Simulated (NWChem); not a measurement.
Species: SnIF, singlet; SMILES [I][Sn][F]

```xyz
3

Sn     0.3113     1.2627     0.0000
F     -1.5601     1.8279     0.0000
I     -0.0735    -1.4544     0.0000
```
Atoms are numbered in this order, from 1.

Computed with NWChem. Low-valent species are run as closed-shell singlets; no triplet was tried in these runs. All runs use the structure optimised with PBE0/def2-SVP. def2 effective core potentials on Sn, I; no spin-orbit coupling. Static field.

```csv
level,isotropic polarisability (bohr³),anisotropy (bohr³)
PBE/def2-SVPD,82.4,51.9
B3LYP/def2-SVPD,80.2,50.5
BHandHLYP/def2-SVPD,77.6,47.7
LC-BLYP (range parameter 0.33 per bohr)/def2-SVPD,78.5,47.8
```
